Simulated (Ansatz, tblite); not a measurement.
Cost and result up the ladder for the cluster Li3S⁺ (the lowest singlet isomer of a short search) (4 atoms). Total charge 1; singlet. Geometry: B3LYP-D4/def2-TZVP.

```xyz
4

Li    0.089    0.901   -1.963
Li    1.819   -0.344    1.116
Li   -1.909   -0.557    0.848
S     0.000   -0.001    0.000
```

Ansatz on 2 threads of Arm Neoverse V1 on a shared host; xTB runs through tblite on one thread. Times are rough, summed over both states, and most runs start from the orbitals of an earlier one. ωB97X-V/def2-TZVP serves as the yardstick here, not as an exact answer. Differences are given only for rows in sets of like size (and for xTB, whose basis is part of the method), since another set adds its own error. The other state is a quintet at its own geometry, which has other bonds, so the gap mixes isomer and spin.

The xTB rows come from tblite. B3LYP takes the VWN-RPA correlation. HSE06 is defined as in plane-wave codes, on full-range PBE exchange. Correlated methods freeze 5 core orbitals; core or outer-core shells of Li are correlated, in sets that lack core-valence functions. In the quintet geometry the species has come apart into loosely held pieces. The structure comes from a short search, and lower isomers may exist.

Correlated methods converge slowly with the basis (MP2 moves by 0.27 eV from def2-TZVP to def2-QZVPP here).

xTB has no spin-polarisation term.

```
                               level  functions  wall time  quintet − singlet (eV)  difference from ωB97X-V/def2-TZVP (eV)
                            GFN1-xTB         21    0.005 s                    8.12                                    0.71
                            GFN2-xTB         21    0.006 s                    6.66                                   -0.75
                           HF/STO-3G         24      0.2 s                    6.32                                       –
                       MP2/def2-TZVP         79     0.75 s                    7.07                                   -0.34
                        HF/def2-TZVP         79      0.8 s                    5.04                                   -2.37
               LDA (SPW92)/def2-TZVP         79      1.1 s                    8.07                                    0.66
                   BLYP-D4/def2-TZVP         79        2 s                    6.69                                   -0.72
                   RPA@PBE/def2-TZVP         79      2.6 s                    6.67                                   -0.74
                  HSE06-D4/def2-TZVP         79      2.8 s                    6.97                                   -0.44
                  B3LYP-D4/def2-TZVP         79      3.1 s                    6.85                                   -0.56
CAM-B3LYP-D4/def2-TZVP (with forces)         79      4.3 s                    7.10                                   -0.31
   r2SCAN-D4/def2-TZVP (with forces)         79      4.9 s                    7.24                                   -0.17
                r2SCANh-D4/def2-TZVP         79      6.5 s                    7.20                                   -0.21
                   ωB97X-V/def2-TZVP         79       15 s                    7.41                                    0.00
```
